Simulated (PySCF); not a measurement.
SMILES CO/C=[CH]\[GeH3] (GFN2-xTB optimised geometry):

```
13

C      2.649    -0.441     0.000
O      1.243    -0.441     0.000
C      0.629     0.771     0.000
C     -0.697     0.794    -0.002
Ge    -1.557    -0.939    -0.006
H      2.958    -1.485     0.001
H      3.046     0.053    -0.893
H      3.046     0.055     0.892
H      1.273     1.646     0.002
H     -1.222     1.733    -0.002
H     -1.174    -1.730    -1.212
H     -1.181    -1.733     1.199
H     -3.046    -0.784    -0.010
```

Computed with PBE0/def2-TZVP run with PySCF.

Problem. What are the frontier orbital energies and the dipole moment?

Solution. HOMO-2 -9.03 eV, HOMO-1 -8.84 eV, HOMO -6.69 eV, LUMO 0.12 eV, LUMO+1 1.31 eV; dipole moment 2.59 D.

On the same geometry PBE/def2-TZVP (PySCF) gives HOMO-2 -7.70 eV, HOMO-1 -7.51 eV, HOMO -5.50 eV, LUMO -0.83 eV, LUMO+1 0.46 eV; dipole moment 2.55 D.

Meta-Löwdin charges at PBE0/def2-TZVP: C1 -0.13, O2 -0.33, C3 0.10, C4 -0.40, Ge5 0.37, H6 0.14, H7 0.11, H8 0.11, H9 0.11, H10 0.14, H11 -0.07, H12 -0.07, H13 -0.07.
